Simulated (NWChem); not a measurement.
# Si2H6O; SMILES O[SiH2][SiH3]

```xyz
9

Si    -0.5353     0.7273     0.0095
O      0.7612     1.7772    -0.1116
Si     0.1698    -1.5177    -0.0104
H     -1.3351     0.9672     1.2559
H     -1.4013     1.0097    -1.1696
H      1.4401     1.7001     0.5649
H      1.1114    -1.7710     1.1272
H      0.8825    -1.8436    -1.2843
H     -1.0021    -2.4373     0.1370
```
Atoms are numbered in this order, from 1.

Level: PBE0/def2-SVP (NWChem), optimised geometry, unscaled harmonic frequencies. 

```csv
frequency (cm⁻¹),IR intensity (km/mol)
108,1.2
145,7.3
223,134.9
356,17.5
415,5.5
511,12.8
604,9.4
726,55.3
822,168.2
836,431.2
895,27.5
908,26.8
931,38.3
932,24.7
950,111.7
2194,119.4
2213,62.2
2222,71.8
2231,103.1
2256,111.9
3934,102.0
```

| Item | Value |
|---|---|
| zero-point energy | 34.9 kcal/mol |
| thermal correction to the enthalpy at 298.15 K (with zero-point energy) | 39.4 kcal/mol |
| heat capacity Cv | 21.2 cal/(mol K) |
| entropy at 298.15 K and 1 atm (symmetry number 1) | 76.5 cal/(mol K) |
| dipole moment | 1.21 D |

Rigid rotor and harmonic oscillator.
